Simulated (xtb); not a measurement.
C$_{2}$H$_{4}$O$_{2}$, triplet, from a rough starting geometry (a higher spin typed on purpose: for a closed-shell molecule this is an excited state); xtb 6.7.1 with GFN2-xTB.

Input for xtb:
```
$ xtb mol.xyz --gfn 2 --uhf 2 --opt vtight --json

# file mol.xyz
8

C     -0.96502485    -0.12626637     0.02089546
C      0.44833927     0.33703446    -0.18178571
O      1.31941513    -0.43746395     0.47778477
O      0.78448950     1.23221267    -0.84742354
H     -1.62897931     0.44386405    -0.58694814
H     -1.02392650    -1.16174510    -0.33720535
H     -1.23627650    -0.09719268     1.05880221
H      2.22737253    -0.10653274     0.30128681
```

### Question
Predict the main parts of the log of this xtb run.

### Answer

```
   ID    Z sym.   atoms
    1    6 C      1, 2
    2    8 O      3, 4
    3    1 H      5-8

           -------------------------------------------------
          |                Calculation Setup                |
           -------------------------------------------------

           -------------------------------------------------
          |                 G F N 2 - x T B                 |
           -------------------------------------------------

          ...................................................
          :                      SETUP                      :
          :.................................................:
          :  # basis functions                  20          :
          :  # atomic orbitals                  20          :
          :  # shells                           12          :
          :  # electrons                        24          :
          :  max. iterations                   250          :
          :  Hamiltonian                  GFN2-xTB          :
          :  restarted?                      false          :
          :  GBSA solvation                  false          :
          :  PC potential                    false          :
          :  electronic temp.          300.0000000     K    :
          :  accuracy                    1.0000000          :
          :  -> integral cutoff          0.2500000E+02      :
          :  -> integral neglect         0.1000000E-07      :
          :  -> SCF convergence          0.1000000E-05 Eh   :
          :  -> wf. convergence          0.1000000E-03 e    :
          :  Broyden damping             0.4000000          :
          :  net charge                          0          :
          :  unpaired electrons                  2          :
          ...................................................

 iter      E             dE          RMSdq      gap      omega  full diag
   1    -14.3807659 -0.143808E+02  0.390E+00    7.29       0.0  T
   2    -14.3842985 -0.353260E-02  0.231E+00    7.17       1.0  T
   3    -14.3847685 -0.469934E-03  0.363E-01    7.07       1.0  T
   4    -14.3849495 -0.180992E-03  0.164E-01    7.05       1.0  T
   5    -14.3849908 -0.413643E-04  0.742E-02    7.06       1.0  T
   6    -14.3849983 -0.743109E-05  0.260E-02    7.07       1.4  T
   7    -14.3849989 -0.662372E-06  0.775E-03    7.08       4.6  T
   8    -14.3849990 -0.362443E-07  0.177E-03    7.08      20.0  T
   9    -14.3849990 -0.235702E-08  0.598E-04    7.08      59.1  T
[...]
 * total energy  :   -14.2774048 Eh     change       -0.2192661E-03 Eh
 * total energy  :   -14.2774791 Eh     change       -0.7429337E-04 Eh
 * total energy  :   -14.2776121 Eh     change       -0.1329931E-03 Eh
 * total energy  :   -14.2776588 Eh     change       -0.4670484E-04 Eh
 * total energy  :   -14.2777171 Eh     change       -0.5831764E-04 Eh
 * total energy  :   -14.2777350 Eh     change       -0.1785774E-04 Eh
 * total energy  :   -14.2776228 Eh     change        0.1122524E-03 Eh
 * total energy  :   -14.2777402 Eh     change       -0.1173975E-03 Eh
 * total energy  :   -14.2777451 Eh     change       -0.4939973E-05 Eh
 * total energy  :   -14.2777454 Eh     change       -0.3063526E-06 Eh
 * total energy  :   -14.2777456 Eh     change       -0.2516937E-06 Eh
 * total energy  :   -14.2777457 Eh     change       -0.2947928E-07 Eh
   *** GEOMETRY OPTIMIZATION CONVERGED AFTER 34 ITERATIONS ***
         :: total energy             -14.277745678530 Eh    ::
[...]
     2   6 C        2.674     0.224    23.277     7.895
     3   8 O        1.657    -0.380    20.469     6.107
     4   8 O        0.857    -0.334    20.411     6.057
     5   1 H        0.925     0.086     1.919     2.166
     6   1 H        0.924     0.077     2.009     2.216
     7   1 H        0.925     0.100     1.785     2.090
     8   1 H        0.804     0.310     0.691     1.305

 Mol. C6AA /au·bohr⁶  :        550.522890
 Mol. C8AA /au·bohr⁸  :      11839.577499
 Mol. α(0) /au        :         34.553518

Wiberg/Mayer (AO) data.
largest (>0.10) Wiberg bond orders for each atom

 ---------------------------------------------------------------------------
     #   Z sym  total        # sym  WBO       # sym  WBO       # sym  WBO
 ---------------------------------------------------------------------------
     1   6 C    3.880 --     5 H    0.983     6 H    0.970     7 H    0.953
                             2 C    0.740     4 O    0.195
     2   6 C    3.355 --     4 O    1.513     3 O    1.053     1 C    0.740
     3   8 O    2.114 --     2 C    1.053     8 H    0.864     4 O    0.148
     4   8 O    1.898 --     2 C    1.513     1 C    0.195     3 O    0.148
     5   1 H    0.993 --     1 C    0.983
     6   1 H    0.994 --     1 C    0.970
     7   1 H    0.989 --     1 C    0.953
     8   1 H    0.902 --     3 O    0.864
 ---------------------------------------------------------------------------

Topologies differ in total number of bonds
Writing topology from bond orders to xtbtopo.mol

molecular dipole:
                 x           y           z       tot (Debye)
 q only:       -0.520      -0.843       0.344
   full:       -0.434      -1.085       0.201       3.013
molecular quadrupole (traceless):
                xx          xy          yy          xz          yz          zz
 q only:        3.663      -2.596      -0.748      -0.167       2.121      -2.915
  q+dip:        4.428      -3.313      -0.698      -0.958       2.866      -3.730
   full:        5.006      -3.211      -0.951      -0.962       2.834      -4.055

optimized geometry written to: xtbopt.xyz

           -------------------------------------------------
          | TOTAL ENERGY              -14.277745678530 Eh   |
          | GRADIENT NORM               0.000067761283 Eh/α |
          | HOMO-LUMO GAP               9.056798771891 eV   |
           -------------------------------------------------

normal termination of xtb
```
